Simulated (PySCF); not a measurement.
**TDDFT excited states: C9H8**

C9H8.
InChI=1S/C9H8/c1-5-7-9(6-2)8(3)4/h1-2,7H,3H2,4H3/b9-7+

Theory: TDDFT CAM-B3LYP/def2-SVPD, vertical, gas phase, core orbitals frozen in the response (PySCF). One conformer (not necessarily the lowest) at the PBE0-D3(BJ)/def2-SVP geometry, without solvent, vibrations or thermal averaging. Torsions of this conformer, `[CH:1]#[C:2]/[CH:3]=[C:4](\[C:5]#[CH:6])[C:7](=[CH2:8])[CH3:9]`: C3–C4–C7–C8 180°.

```csv
state,λ (nm),E (eV),f,|μ| (D),symmetry,"main configurations (H = HOMO, L = LUMO)"
S1,277.7,4.46,0.543,5.66,A′,H→L (94%)
S2,256.2,4.84,0.0000,0.03,–,H-2→L (89%)
S3,244.3,5.08,0.0000,0.01,–,H-3→L (87%)
S4,229.2,5.41,0.099,2.20,A′,H-1→L (92%)
S5,212.8,5.83,0.0001,0.06,–,"H→L+1 (32%), H→L+4 (19%), H→L+3 (18%)"
S6,199.8,6.20,0.023,0.99,A′,"H-4→L (66%), H→L+2 (10%)"
```

The lowest singlet lies at 4.46 eV (278 nm, ultraviolet) and is strong; its leading configuration is HOMO→LUMO (94%). The lowest level is also the most intense of those listed (f = 0.543). Löwdin shares by element: HOMO carbon 60% or more (atoms not listed hold the other 40%); LUMO carbon 61% or more (atoms not listed hold the other 39%). Of the 6 states listed, 3 reach f = 0.01 and 3 stay under 0.0005. Weighted by f, the mean energy of these states is 4.67 eV. The oscillator strengths of these states sum to 0.666; summed over the whole spectrum of an exact calculation they would give the number of electrons, 62 (Thomas–Reiche–Kuhn). Symmetry labels in Cs follow from the direction of the transition dipole and are given only for states with f of 0.002 or more. Only the lowest 6 singlets were computed, as vertical energies without vibronic structure.

Cost: about 90 s of CPU time on one thread; the machine was shared, so the figure is rough.
